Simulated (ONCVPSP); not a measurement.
## Cutoff test, nickel, ONCV

```
Element                 : Ni
Generator               : ONCVPSP 4.0.1
Type                    : optimised norm-conserving Vanderbilt (ONCV)
Functional              : PBEsol
Relativity              : scalar-relativistic
Frozen core             : [Ne]
Valence charge          : 18
Reference configuration : 3s2 3p6 3d8 4s1.75 4p0.25
Partial waves           : 3s+4s: rc 1.30 bohr, ncon 4, nbas 9, qcut 11.4 1/bohr, 2 projectors; 3p+4p: rc 1.55 bohr, ncon 3, nbas 6, qcut 7.3 1/bohr, 3 projectors, debl 1.8 Ha; 3d: rc 1.40 bohr, ncon 4, nbas 8, qcut 13.4 1/bohr, 2 projectors, debl 2.7 Ha; f scattering state at 0.25 Ha: rc 1.60 bohr, ncon 4, nbas 8, qcut 7.5 1/bohr, 2 projectors, debl 2.1 Ha
Local potential         : polynomial inside 0.95 bohr (lpopt 5, dvloc0 0 Ha)
Core correction         : none
```

Question: For each optimised wave give the share of its norm inside rc, the residual kinetic energy above qcut (Ha) and the cutoffs (Ha) for errors of 10, 1, 0.1 and 0.01 mHa per electron.

Answer:

```json
{"wave": "3s", "norm inside rc": "0.960", "residual KE": "2.3e-08", "10 mHa": "26.3", "1 mHa": "37.4", "0.1 mHa": "45.6", "0.01 mHa": "52.3"}
{"wave": "4s", "norm inside rc": "0.047", "residual KE": "2.9e-08", "10 mHa": "9.3", "1 mHa": "31.4", "0.1 mHa": "42.3", "0.01 mHa": "50.7"}
{"wave": "3p", "norm inside rc": "0.976", "residual KE": "2.1e-04", "10 mHa": "20.2", "1 mHa": "23.9", "0.1 mHa": "37.6", "0.01 mHa": "93.2"}
{"wave": "4p", "norm inside rc": "0.026", "residual KE": "4.8e-05", "10 mHa": "14.4", "1 mHa": "20.5", "0.1 mHa": "25.3", "0.01 mHa": "40.0"}
{"wave": "p projector 3", "norm inside rc": "0.138", "residual KE": "6.0e-04", "10 mHa": "20.5", "1 mHa": "25.6", "0.1 mHa": "36.7", "0.01 mHa": "65.4"}
{"wave": "3d", "norm inside rc": "0.804", "residual KE": "1.5e-07", "10 mHa": "51.0", "1 mHa": "61.2", "0.1 mHa": "69.2", "0.01 mHa": "76.1"}
{"wave": "d projector 2", "norm inside rc": "0.094", "residual KE": "9.8e-08", "10 mHa": "49.5", "1 mHa": "61.5", "0.1 mHa": "70.9", "0.01 mHa": "78.6"}
{"wave": "f projector 1", "norm inside rc": "0.000", "residual KE": "1.9e-08", "10 mHa": "0.6", "1 mHa": "1.2", "0.1 mHa": "3.4", "0.01 mHa": "9.9"}
{"wave": "f projector 2", "norm inside rc": "0.129", "residual KE": "1.2e-04", "10 mHa": "14.1", "1 mHa": "22.2", "0.1 mHa": "28.7", "0.01 mHa": "51.5"}
```

The occupied waves need 61 Ha and 69 Ha for 1 and 0.1 mHa. Rows with under 1 % of the norm inside rc give no meaningful cutoff. 1 of 4 tests not solved or not reliable.
